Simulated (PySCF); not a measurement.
# How methods differ on the fine-structure interval of Ir⁵⁰⁺

Ir⁵⁰⁺ [Ar] 3d9 [3d3/2^4 3d5/2^5, M_J = 5/2] → Ir⁵⁰⁺ [Ar] 3d9 [3d3/2^3 3d5/2^6, M_J = 3/2], as a difference of total energies. All numbers are calculated (PySCF 2.14, the two-component X2C-1e Hamiltonian, in an even-tempered Gaussian basis (15 s from 13 bohr⁻², ratio 2.8; 13 p from 17 bohr⁻², ratio 2.8; 8 d from 17 bohr⁻², ratio 2.8; 3 f from 63 bohr⁻², ratio 3)). Correlated levels: [Ne] frozen; the 76 highest virtual spinors dropped. "Screened" scales the spin-orbit matrix elements by Boettger's factors to mimic the two-electron term; Breit and QED terms are absent.

```csv
method,fine-structure interval (cm⁻¹)
GHF (screened spin-orbit),666870
GMP2 (screened spin-orbit),666340
GHF (bare spin-orbit),767580
```
